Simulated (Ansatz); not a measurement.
`O[SiH2]O[SiH](F)F`, relaxed with RKS PBE-D4/def2-SVP in the Gaussian-basis code of Ansatz from a rough embedded geometry. The force threshold is 0.03 eV/Å; the program also tests the step.

Charge 0, multiplicity 1.

Start:

```xyz
10

O    -1.836   -0.743    1.679
Si   -0.288   -0.347    1.189
O    -0.336   -0.013   -0.388
Si    0.770    0.361   -1.568
F     1.368    1.827   -1.267
F     1.993   -0.726   -1.515
H    -2.522   -0.207    1.347
H     0.081    0.904    1.917
H     0.639   -1.424    1.504
H     0.131    0.369   -2.898
```

| step | energy (eV) | largest force (eV/Å) | largest move (Å) |
| --- | --- | --- | --- |
| 1 | -25324.6242 | 2.691 | 0.000 |
| 2 | -25324.7992 | 1.540 | 0.065 |
| 3 | -25324.8486 | 0.278 | 0.054 |
| 4 | -25324.8552 | 0.189 | 0.041 |
| 5 | -25324.8553 | 0.345 | 0.135 |
| 6 | -25324.8645 | 0.275 | 0.069 |
| 7 | -25324.8683 | 0.052 | 0.044 |
| 8 | -25324.8691 | 0.010 | 0.043 |
| 9 (rejected) | -25324.8647 | 0.332 | 0.195 |
| 10 | -25324.8700 | 0.091 | 0.095 |
| 11 | -25324.8705 | 0.106 | 0.038 |
| 12 | -25324.8712 | 0.087 | 0.015 |
| 13 | -25324.8727 | 0.095 | 0.059 |
| 14 | -25324.8740 | 0.168 | 0.104 |
| 15 | -25324.8756 | 0.116 | 0.035 |
| 16 | -25324.8780 | 0.119 | 0.112 |
| 17 | -25324.8798 | 0.102 | 0.103 |
| 18 | -25324.8814 | 0.105 | 0.072 |
| 19 | -25324.8824 | 0.212 | 0.125 |
| 20 | -25324.8849 | 0.110 | 0.040 |
| 21 | -25324.8866 | 0.017 | 0.048 |
| 22 | -25324.8879 | 0.086 | 0.093 |
| 23 | -25324.8882 | 0.148 | 0.097 |
| 24 | -25324.8891 | 0.043 | 0.009 |
| 25 | -25324.8893 | 0.010 | 0.018 |

End:

```xyz
10

O    -1.521   -1.199    1.281
Si   -0.289   -0.076    1.337
O    -0.049    0.641   -0.172
Si    0.747    0.392   -1.587
F     2.150    1.207   -1.574
F     1.126   -1.180   -1.735
H    -2.421   -0.839    1.197
H    -0.607    1.063    2.259
H     0.930   -0.841    1.738
H    -0.066    0.833   -2.745
```

Run time 46 s (4 threads of a server CPU on a shared host); peak host memory 0.15 GiB.
